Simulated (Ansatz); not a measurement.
Reaction (redistribution): `C[O][Ti]([F])([Cl])[SeH]` + `C[N](C)[Hf]([Cl])([N](C)C)[N](C)C` → `C[N](C)[Ti]([F])([Cl])[SeH]` + `C[O][Hf]([Cl])([N](C)C)[N](C)C`

Gas-phase electronic energies from Ansatz, PBE0-D4/def2-TZVP geometries. CCSD(T)/CBS adds triple-zeta CCSD(T) − MP2 to the extrapolated MP2 energy (def2 sets, frozen cores). Functionals use def2-TZVPP. B3LYP here is the variant with VWN-RPA as its local correlation; programs differ in this. def2 core potentials past Kr. For Hf, Se, Ti outer-core shells are correlated without core-valence functions, which leaves a few kJ/mol of doubt a bond. Scalar relativity is left out up to krypton. Each species was taken in one conformer, which may not be the lowest.

`C[O][Ti]([F])([Cl])[SeH]`:

```xyz
10

C    -0.881    1.067   -1.460
O    -0.324    0.260   -0.467
Ti    0.366   -0.894    0.615
F    -0.819   -2.033    1.231
Cl    2.001   -1.992   -0.367
Se    1.212    0.481    2.415
H    -0.287    0.990   -2.373
H    -1.907    0.750   -1.662
H    -0.885    2.105   -1.118
H     1.525   -0.734    3.187
```

`C[N](C)[Hf]([Cl])([N](C)C)[N](C)C`:

Z-matrix (Å, degrees):
```
Hf
Cl 1 2.403
N 1 2.033 2 111.3
N 1 2.033 2 111.3 3 120.0
C 1 2.985 2 95.2 3 140.5
C 1 2.986 2 95.2 3 20.4
N 1 2.033 2 111.3 3 -120.0
C 1 3.166 2 121.3 3 -139.7
C 1 3.166 2 121.3 3 -19.7
C 1 3.167 2 121.2 3 100.3
C 1 2.986 2 95.2 3 -99.6
H 5 1.097 1 73.8 2 50.5
H 5 1.100 1 125.8 2 150.3
H 5 1.099 1 124.1 2 -49.3
H 6 1.098 1 73.9 2 50.2
H 6 1.100 1 125.7 2 150.1
H 6 1.099 1 124.1 2 -49.6
H 8 1.100 1 124.1 2 137.3
H 8 1.092 1 81.4 2 -117.0
H 8 1.100 1 122.4 2 -11.0
H 9 1.100 1 122.4 2 -11.0
H 9 1.092 1 81.4 2 -117.0
H 9 1.100 1 124.1 2 137.3
H 10 1.100 1 124.1 2 137.5
H 10 1.092 1 81.5 2 -116.8
H 10 1.100 1 122.3 2 -10.7
H 11 1.099 1 124.1 2 -49.6
H 11 1.098 1 73.9 2 50.3
H 11 1.100 1 125.7 2 150.1
```

`C[N](C)[Ti]([F])([Cl])[SeH]`:

Cartesian coordinates in Å:
```
C -0.847 -0.594 -1.021
N -0.292 0.147 0.088
C -1.096 0.142 1.285
Ti 1.328 0.971 -0.139
F 1.628 1.994 1.253
Cl 1.376 2.085 -2.051
Se 2.932 -0.870 -0.196
H -0.973 -1.650 -0.752
H -1.824 -0.188 -1.310
H -0.189 -0.544 -1.892
H -1.233 -0.883 1.651
H -2.087 0.567 1.087
H -0.619 0.728 2.071
H 1.897 -1.905 -0.074
```

`C[O][Hf]([Cl])([N](C)C)[N](C)C`:

Cartesian coordinates in Å:
```
C 1.989 2.482 1.410
O 1.592 1.408 0.623
Hf 0.869 -0.254 -0.002
Cl 2.536 -1.977 -0.093
N -0.617 -0.893 1.223
C -0.239 -1.118 2.599
C -2.011 -1.154 0.983
N 0.032 0.047 -1.814
C -0.128 1.235 -2.611
C -0.459 -1.145 -2.467
H 1.366 2.568 2.307
H 1.906 3.417 0.845
H 3.032 2.365 1.723
H 0.828 -0.911 2.756
H -0.800 -0.473 3.291
H -0.405 -2.161 2.903
H -2.263 -0.967 -0.063
H -2.657 -0.513 1.601
H -2.274 -2.197 1.213
H 0.404 1.154 -3.570
H -1.186 1.428 -2.840
H 0.265 2.106 -2.083
H -0.303 -2.033 -1.840
H -1.537 -1.082 -2.677
H 0.059 -1.333 -3.418
```

```csv
level,ΔE (kJ/mol)
B3LYP-D4,-21.7
ωB97X-V,-20.1
ωB97M-V,-20.7
HF/def2-TZVPP,-18.9
SCS-MP2/def2-TZVPP,-25.6
CCSD(T)/def2-TZVPP,-20.9
HF/def2-QZVPP,-19.2
CCSD/CBS(def2),-26.9
```

Q: What does CCSD(T)/CBS give? (Estimate.)

A: The calculation gave: -27.4 kJ/mol. The listed levels differ from it by 5.7, 7.3, 6.7, 8.5, 1.8, 6.5, 8.2, 0.5 kJ/mol.

Largest T1 diagnostic among the species: 0.023, so the coupled-cluster value is less sure than usual.

From PBE to PBE0 (25 % exact exchange), in def2-TZVPP and without D4, ΔE moves by −3.5 kJ/mol.
